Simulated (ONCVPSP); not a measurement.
**Potentials for Ba compared**

Generated with ld1.x 7.5 (TM, RRKJ, ultrasoft, PAW), atompaw 4.2 or ONCVPSP 4.0.1. The cutoff is in Ry: for ld1.x and atompaw files where the sum of valence levels is converged to 10 mRy in a Bessel basis, for ONCV files where the hardest occupied wave has 1 mHa per electron of residual kinetic energy. The error is the largest all-electron minus pseudo excitation energy over each file’s own four to seven test configurations (ionisations up to +4, promotions, holes and added fractions of an electron), all of which were solved. The labels leave out finer settings (local radius, basis sizes, second energies), which also bear on the numbers. Spin-polarised tests are not counted. The rows are a selection from randomly drawn settings: files with unsolved tests, undetermined cutoffs or missed reference levels are left out.

A true bound ghost makes a file unfit for plane-wave use even where its test errors are small: the radial tests pick states by their node count and pass the ghost by.

```csv
potential,cutoff (Ry),largest error (meV),bound ghosts
"ONCV, PBEsol, scalar-relativistic, rc 2.80/1.90/2.20 (spd), local smoothed, core correction yes, reference 5s2 5p6 6s2, qcut 3.7/4.9/3.8, projectors 2/3/2",23,-22,none
"ONCV, LDA (Perdew-Wang 92), scalar-relativistic, rc 3.15/2.30/3.25 (spd), local smoothed, core correction yes, reference 5s2 5p6 6s2, qcut 3/6.8/2.5, projectors 2/2/2",26,-8.9,none
"ONCV, PBE, scalar-relativistic, rc 3.15/3.00/2.40 (spd), local smoothed, core correction yes, reference 5s2 5p6 6s2, qcut 4/3.6/4, projectors 3/2/2",9,-38,none
```

Q: Fill in the row for Ba: ONCV, PBE, non-relativistic, rc 2.60/2.55/3.85 (spd), local smoothed, core correction no, reference 5s2 5p6 5d1 6s1, qcut 3.9/6.3/3.3, projectors 2/1/2.

A: cutoff 21 Ry, largest error +21 meV, bound ghosts: none.

Q: Fill in the row for Ba: ONCV, BLYP, scalar-relativistic, rc 2.40/1.80/1.80 (spd), local d, core correction no, reference 5s2 5p6 6s2, qcut 5.8/4/4.9, projectors 2/1/0.

A: cutoff 65 Ry, largest error +195 meV, bound ghosts: none.

Q: Fill in the row for Ba: ONCV, PBEsol, scalar-relativistic, rc 3.75/2.00/3.85 (spd), local smoothed, core correction no, reference 5p6 6s2, qcut 1.6/5.2/3.1, projectors 2/1/1.

A: cutoff 22 Ry, largest error -92 meV, bound ghosts: s.
